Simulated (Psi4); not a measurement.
MP2, SCS-MP2 and SOS-MP2 from spin components

System: H2Cl2S2Si, singlet, geometry from GFN2-xTB. Level: MP2/cc-pVDZ in Psi4. Sums are taken with unrounded values, so a last digit can differ.

Here is a job for Psi4.
```
memory 2 GB

molecule {
0 1
S    -0.14531803    1.88721650   -0.97315369
Si   -0.04840659   -0.03890473    0.00742708
S     1.96715216   -0.42299524    0.69362738
Cl   -0.62426847   -1.39507744   -1.36170540
Cl   -1.21650610   -0.08436639    1.64413777
H     0.27753454    2.59740293    0.06417464
H     2.54397939   -0.32973179   -0.49708308
}

set {
  basis cc-pvdz
  freeze_core true
}

energy('mp2')
print_variables()
```

It gave an SCF energy of -2004.332319 Eh, a same-spin correlation energy of -0.165809 Eh and an opposite-spin one of -0.457338 Eh.

Q: Work out the MP2, SCS-MP2 (6/5 and 1/3) and SOS-MP2 (1.3 and 0) correlation and total energies.

A: MP2: -0.457338 + (-0.165809) = -0.623147 Eh, total -2004.955466 Eh, as the program printed. SCS-MP2: 1.2 × (-0.457338) + (-0.165809)/3 = -0.604075 Eh, total -2004.936394 Eh. SOS-MP2: 1.3 × (-0.457338) = -0.594539 Eh, total -2004.926857 Eh. Opposite spins carry 73 % of the MP2 correlation; same-spin pairs are already kept apart by exchange.
